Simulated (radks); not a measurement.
Values are calculated unless marked as measured or tabulated.
Initial-state core-level shifts of the promethium ion Pm3+ when its valence configuration changes from [Xe] 4f4. Code: a radial shooting solver on a logarithmic mesh with Libxc functionals. Model: Dirac Kohn-Sham, LDA (Slater exchange, Perdew-Wang correlation), spin-unpolarised, spherical densities, point nucleus; open shells fill j = l - 1/2 first. Shifts are changes of the shell-averaged eigenvalues in eV (positive: less bound).

valence,1s,2s,3p,4d
4f3 6p1,-11.827,-12.724,-13.842,-12.255
4f3 6s1,-10.953,-11.840,-12.954,-11.371
4f2 5d1 6s1,-19.626,-21.381,-23.908,-20.297
4f2 6s2,-23.164,-25.108,-27.525,-23.787
4f2 5d2,-16.207,-17.789,-20.409,-16.899
4f2 6p2,-24.837,-26.807,-29.238,-25.483
4f3 5d1,-7.698,-8.426,-9.634,-8.119
4f1 5d2 6s1,-28.957,-31.695,-35.815,-29.692
4f3.5 6s0.5,-5.308,-5.729,-6.261,-5.539
